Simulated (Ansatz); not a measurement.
Species: C5H5F, SMILES `FC1=CC=CC1` (charge 0, multiplicity 1).

Q: Give a relaxed geometry from B3LYP-D3(BJ)/def2-TZVP (Ansatz, a first-principles code).

A: the end point of this relaxation (outside a Z-matrix the atoms follow the SMILES, hydrogens last).
Cartesian coordinates (Å) in one orientation:
```xyz
11

F      2.437    -0.142    -0.348
C      1.126     0.050    -0.153
C      0.498     1.220     0.009
C     -0.928     0.917     0.187
C     -1.134    -0.409     0.131
C      0.181    -1.104    -0.096
H      0.947     2.200     0.009
H     -1.685     1.672     0.341
H     -2.076    -0.925     0.229
H      0.196    -1.684    -1.025
H      0.438    -1.796     0.714
```
